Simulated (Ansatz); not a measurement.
Relaxation of ClF3H5OSiTa (12 atoms, charge 0, multiplicity 1), to a largest force component of 0.03 eV/Å in at most 50 steps.

Level of theory: Ansatz, RHF/def2-SVP.

```xyz
12
Properties=species:S:1:pos:R:3
Ta -0.477 -0.465 0.301
Cl 3.047 0.497 0.676
F -0.619 0.056 2.113
F 0.116 -1.045 -1.398
F -0.042 1.304 -0.154
O -2.127 -1.291 0.223
H -3.060 -1.435 0.242
Si 1.126 -2.297 1.204
H 0.312 -3.529 1.370
H 2.221 -2.597 0.249
H 1.724 -1.939 2.510
H 3.297 -0.795 0.798
```

Question: Where does it end, and by what steps?

Answer: The run converged. After 10 steps the energy has fallen by 0.217 eV; H12 moved furthest, 1.00 Å.

```json
{"step": "0", "energy less start (eV)": "0.0000", "largest force component (eV/Å)": "1.627", "accepted": "yes"}
{"step": "1", "energy less start (eV)": "-0.0955", "largest force component (eV/Å)": "0.992", "accepted": "yes"}
{"step": "2", "energy less start (eV)": "-0.1530", "largest force component (eV/Å)": "1.099", "accepted": "yes"}
{"step": "3", "energy less start (eV)": "-0.1790", "largest force component (eV/Å)": "0.671", "accepted": "yes"}
{"step": "4", "energy less start (eV)": "-0.1437", "largest force component (eV/Å)": "1.210", "accepted": "no"}
{"step": "5", "energy less start (eV)": "-0.1960", "largest force component (eV/Å)": "0.543", "accepted": "yes"}
{"step": "6", "energy less start (eV)": "-0.2046", "largest force component (eV/Å)": "0.473", "accepted": "yes"}
{"step": "7", "energy less start (eV)": "-0.2145", "largest force component (eV/Å)": "0.128", "accepted": "yes"}
{"step": "8", "energy less start (eV)": "-0.2150", "largest force component (eV/Å)": "0.041", "accepted": "yes"}
{"step": "9", "energy less start (eV)": "-0.2162", "largest force component (eV/Å)": "0.039", "accepted": "yes"}
{"step": "10", "energy less start (eV)": "-0.2166", "largest force component (eV/Å)": "0.016", "accepted": "yes"}
```

```xyz
12
Properties=species:S:1:pos:R:3
Ta -0.615 -0.509 0.308
Cl 3.324 0.611 0.639
F -0.797 0.009 2.118
F -0.072 -1.076 -1.411
F 0.033 1.207 -0.078
O -2.294 -1.285 0.208
H -3.227 -1.409 0.153
Si 1.039 -2.411 1.241
H 0.214 -3.633 1.423
H 2.120 -2.695 0.270
H 1.618 -2.012 2.544
H 4.175 -0.332 0.717
```

Whether the end is a true minimum wasn't checked by a vibrational analysis.

The run took 20 s on 4 threads of Arm Neoverse V2, with other jobs on the host, peak memory 0.45 GiB.
